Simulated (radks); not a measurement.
Species: Os IV. Configuration: [Xe] 4f14 5d5. Method: scalar-relativistic Kohn-Sham, BLYP, spin-polarised, spherical densities, finite nucleus; open shells are filled with parallel spins first (spin-orbit coupling, left out, can overturn this in heavy ions); Fermi nuclear charge, rms radius 5.4126 fm; computed with a radial shooting solver on a logarithmic mesh with Libxc functionals. Some entries of the table are withheld. Estimate them.

orbital,occ.,eigenvalue (hartree),<r> (bohr),r(max) (bohr)
1s down,1,-2715.188,0.01774,0.01103
1s up,1,-2715.188,0.01774,0.01103
2s up,1,-473.8439,0.07491,0.06340
2s down,1,-473.8323,0.07490,0.06340
2p up,3,-412.8779,0.06727,0.05219
2p down,3,-412.8685,0.06727,0.05219
3s up,1,-111.1217,0.1939,0.1788
3s down,1,-111.1178,0.1939,0.1788
3p up,3,-93.21315,0.1945,0.1774
3p down,3,-93.20869,0.1945,0.1774
3d up,5,-73.17167,0.1762,0.1444
3d down,5,-73.16358,0.1762,0.1444
4s up,1,-24.32693,0.4319,0.4048
4s down,1,-24.31557,0.4319,0.4048
4p up,3,-18.45035,0.4594,0.4250
4p down,3,-18.43971,0.4594,0.4251
4d up,5,-11.14707,0.4891,0.4345
4d down,5,-11.13468,0.4889,0.4346
5s up,1,-4.51469,1.006,0.9147
5s down,1,-4.42606,0.9995,0.9100
4f up,7,-3.03493,0.5577,0.4054
5p up,3,-3.02012,1.163,(1)
4f down,7,-3.01407,0.5541,0.4053
5p down,3,-2.90993,1.156,(2)
5d up,5,-1.32684,1.603,1.325
5d down,0,-1.20813,1.637,1.321

Answer. 
(1) 5p up r(max) (bohr): 1.032
(2) 5p down r(max) (bohr): 1.024
